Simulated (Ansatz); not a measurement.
CH5Al2, SMILES `[CH3][Al-][AlH2]` (triplet; the order of the spin states depends on the level) (charge -1, multiplicity 3). This triplet lies 0.14 eV above the relaxed singlet at the level frozen-core CCSD(T)/aug-cc-pVDZ // PBE0-D3(BJ)/def2-TZVPD (Ansatz, a quantum-chemistry and plane-wave program); other levels give the other order.

All values below come from frozen-core CCSD(T)/aug-cc-pVDZ // PBE0-D3(BJ)/def2-TZVPD run with Ansatz.

Ansatz 0.2 input:
```yaml
crystal:
  periodic: [false, false, false]
  atoms:
    - { symbol: C, position_ang: [-1.807312, 0.12189, 0.000686] }
    - { symbol: Al, position_ang: [-0.060892, 0.44689, -0.961114] }
    - { symbol: Al, position_ang: [2.208737, -0.116342, -0.071654] }
    - { symbol: H, position_ang: [-2.45881, -0.548804, -0.571613] }
    - { symbol: H, position_ang: [-1.638244, -0.331954, 0.984579] }
    - { symbol: H, position_ang: [-2.360107, 1.056342, 0.151831] }
    - { symbol: H, position_ang: [3.572792, 0.174288, -0.903347] }
    - { symbol: H, position_ang: [2.543835, -0.80231, 1.370634] }
basis:
  gaussian: { orbitals: aug-cc-pVDZ }
correlation:
  method: ccsd_t
total_charge: -1
magnetization:
  spin_polarized: true
  initial_magnetization: 2
```

Output:

```
Functional definition: HF
1201 factors; integrals over basis functions are off by at most 1.1e-3 eV
mean field evaluation 1: about -14272.5078 eV, gradient 1.4e1 eV
mean field evaluation 2: about -14272.5081 eV, gradient 1.4e1 eV
mean field evaluation 4: about -14274.7969 eV, gradient 2.3e0 eV
mean field evaluation 8: about -14274.9299 eV, gradient 2.2e-1 eV
mean field evaluation 16: about -14274.4661 eV, gradient 4.8e0 eV
mean field evaluation 32: about -14273.3017 eV, gradient 1.4e-1 eV
mean field -14274.93406761 eV, -524.5941510868 hartree, gradient 2.6e-6 eV, S^2 2.019865; 2 other end points of the search recorded, 0 dependent functions left out
11 core orbitals not correlated
reference -14274.93406761 eV, -524.5941510868 hartree; 9, 7 occupied and 102, 104 virtual orbitals, 1201 factors
second order -7.79663889 eV of doubles, -0.00000000 eV of singles
cycle   1  -8.74135575 eV  change   -9.4e-1 eV  update   8.8e-2
cycle   2  -9.12181947 eV  change   -3.8e-1 eV  update   3.4e-2
cycle   3  -9.15726089 eV  change   -3.5e-2 eV  update   1.3e-2
cycle   4  -9.15407352 eV  change    3.2e-3 eV  update   6.3e-3
cycle   5  -9.15378571 eV  change    2.9e-4 eV  update   3.0e-3
cycle   6  -9.15393307 eV  change   -1.5e-4 eV  update   1.5e-3
cycle   7  -9.15430623 eV  change   -3.7e-4 eV  update   7.3e-4
cycle   8  -9.15458305 eV  change   -2.8e-4 eV  update   3.4e-4
cycle   9  -9.15459484 eV  change   -1.2e-5 eV  update   1.6e-4
cycle  10  -9.15453635 eV  change    5.8e-5 eV  update   7.1e-5
cycle  11  -9.15454189 eV  change   -5.5e-6 eV  update   3.2e-5
cycle  12  -9.15454112 eV  change    7.7e-7 eV  update   1.5e-5
perturbative correction -0.31663310 eV, -0.0116360516 hartree
Total energy: -14284.40524183 eV, -524.9422103196 hartree
```
